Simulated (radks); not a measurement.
Values are calculated unless marked as measured or tabulated.
Problem. The mean radii <r> (bohr) of the occupied orbitals of an atom or ion are listed with their occupations. Code: a radial shooting solver on a logarithmic mesh with Libxc functionals. Model: scalar-relativistic Kohn-Sham, r2SCAN, spin-polarised, spherical densities, finite nucleus; meta-GGA in the generalised Kohn-Sham scheme; Fermi nuclear charge, rms radius of each element as measured or else 0.836 A^(1/3) + 0.57 fm.

orbital  occ.      <r>
1s down     1  0.03344
1s up       1  0.03344
2s up       1   0.1454
2s down     1   0.1453
2p up       3   0.1268
2p down     3   0.1267
3s up       1   0.3937
3s down     1   0.3941
3p up       3   0.3915
3p down     3   0.3921
3d up       5   0.3662
3d down     4   0.3670

Name the element and its charge. Open shells, if any, are filled with parallel spins first.

Solution. Z = 44, ruthenium, charge +17: Ru17+ in [Ar] 3d9. The 1s radius gives Z: for a bare nucleus <r> = (2 gamma + 1)/(2Z) with gamma = sqrt(1 - (Z/c)^2), 0.03289 bohr for Z = 44, and screening makes it slightly larger (0.03344 here). The occupations add up to 27, and the charge is Z minus that.
